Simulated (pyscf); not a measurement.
H₂N–GeH(F)–F, singlet

Gas-phase minimum from PySCF at ωB97X-D3(BJ)/def2-SVP, one conformer. 

```
Ge
F 1 1.7277
F 1 1.7364 2 102.80
N 1 1.7930 2 106.79 3 -119.07
H 4 1.0154 1 117.70 2 -171.94
H 4 1.0159 5 111.09 1 139.20
H 1 1.5207 2 111.27 3 115.45
```
Charge 0, spin multiplicity 1.

Properties at ωB97X-D3(BJ)/def2-SVP:

```yaml
harmonic_wavenumbers_unscaled: 113, 219, 265, 270, 436, 702, 726, 748, 759, 784, 886, 1546, 2279, 3607, 3709 cm⁻¹
zero_point_energy: 24.4 kcal/mol
rotational_symmetry_number: 1
Entropy of this conformer at 298 K and 1 atm, rigid rotor and harmonic oscillator, modes under 100 cm⁻¹ raised to 100: 320.7 J/(mol K)
dipole_moment: 3.01 D
```

Single-point totals, which compare only within one level (frozen core for MP2 and CC):

| level | total energy (hartree) |
|---|---|
| ωB97X-D3(BJ)/def2-TZVP | -2333.44371 |
| PBE/def2-TZVP | -2332.88588 |
| r²SCAN/def2-TZVP | -2333.34010 |
| B3LYP-D3(BJ)/def2-TZVP | -2333.51386 |
| PBE0-D3(BJ)/def2-TZVP | -2332.94537 |
| M06-2X/def2-TZVP | -2333.38205 |
| ωB97M-D3(BJ)/def2-TZVP | -2333.52656 |
| HF/def2-TZVPP | -2330.66231 |
| MP2/def2-TZVPP | -2331.63002 |
| CCSD/def2-TZVPP | -2331.63617 |
| CCSD(T)/def2-TZVPP | -2331.66763 |

Soft torsions are taken as harmonic, which can shift the entropy by several J/(mol K). The CCSD(T) − MP2 part came from Ansatz, without density fitting, on the same reference. The frozen core leaves the outer d or s,p core shells of the metals and heavy elements correlated in the MP2 and CC values, and def2-TZVPP describes them poorly, so these totals are far from the basis limit. Elements up to Kr have no core potential and no relativistic terms here.
